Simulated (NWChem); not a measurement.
# TaN₂H₄OF; SMILES [NH2][Ta]([NH2])([F])=[O]

```xyz
9

Ta     0.0370    -0.0187     0.0000
O      1.6874     0.4591     0.0000
F     -0.1915    -1.9101     0.0000
N     -0.7513     0.7673    -1.6366
H     -1.7331     0.7286    -1.9012
H     -0.2441     1.3409    -2.3054
N     -0.7513     0.7673     1.6366
H     -0.2441     1.3409     2.3054
H     -1.7331     0.7286     1.9012
```
Atoms are numbered in this order, from 1.

All runs: NWChem. Medium grid unless said otherwise, to which SCAN and Minnesota functionals are sensitive. Structure relaxed at the PBE0/def2-SVP level. No frequency run checked for a minimum. def2 effective core potentials on Ta; no spin-orbit coupling. B3LYP is NWChem's, with the RPA form of VWN correlation. Total energies of different functionals are on different scales.

| level | energy (Ha) | highest occupied level (eV) | orbital gap (eV) | dipole (D) |
|---|---|---|---|---|
| B3LYP/def2-SVP | -344.0165 | -7.44 | 6.85 | 4.40 |
| PBE/def2-SVP | -343.7358 | -6.25 | 5.03 | 4.24 |
| MPW1K/def2-SVP | -343.8699 | -8.84 | 9.03 | 4.55 |
| LRC-wPBEh/def2-SVP | -343.7216 | -9.59 | 10.94 | 4.41 |
| BP86/def2-SVP | -344.1105 | -6.35 | 5.03 | 4.25 |
| M06/def2-SVP | -343.8375 | -7.88 | 7.35 | 4.43 |
| SCAN/def2-SVP | -343.9343 | -6.61 | 5.53 | 4.38 |
| OLYP/def2-SVP | -343.9804 | -6.10 | 4.99 | 4.19 |
| PBE0/def2-SVP | -343.6784 | -7.73 | 7.34 | 4.42 |
| CAM-B3LYP/def2-SVP | -343.8489 | -9.10 | 9.63 | 4.45 |
